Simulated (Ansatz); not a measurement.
System: GaH₂, charge 0, doublet. GaH2 (SMILES [GaH2], doublet).
B3LYP-D3(BJ)/def2-TZVP minimum from Ansatz (a quantum-chemistry and plane-wave program):
```xyz
3

Ga     0.0391     0.0090     0.0274
H     -0.3410    -1.4985    -0.3550
H     -0.8706     1.2189    -0.4942
```
Charge 0, spin multiplicity 2.

Total energies in cc-pVTZ, 5 correlated electrons, 14 frozen orbitals. Open shells are spin-unrestricted; no spin-orbit coupling. Correlated methods leave the cores frozen (noble-gas shells, and filled d and f shells in the p block). No relativity. The spin of H2Ga ([GaH2], doublet) was assumed, and the state is the lowest solution found for it.

```
method    program  energy (Eh)  minus CCSDTQ (mEh)
--------  -------  -----------  ------------------
HF         Ansatz  -1924.39877               87.11
MP2        Ansatz  -1924.46568               20.20
CCSD       Ansatz  -1924.48387                2.01
CCSD(T)    Ansatz  -1924.48538                0.50
CCSDT(Q)   Ansatz  -1924.48587                0.00
CCSDTQ     Ansatz  -1924.48588                0.00
```

Rough core times of Ansatz's runs on a shared machine: CCSD(T) under 20 s, CCSDT(Q) 40 s, CCSDTQ 10 min.
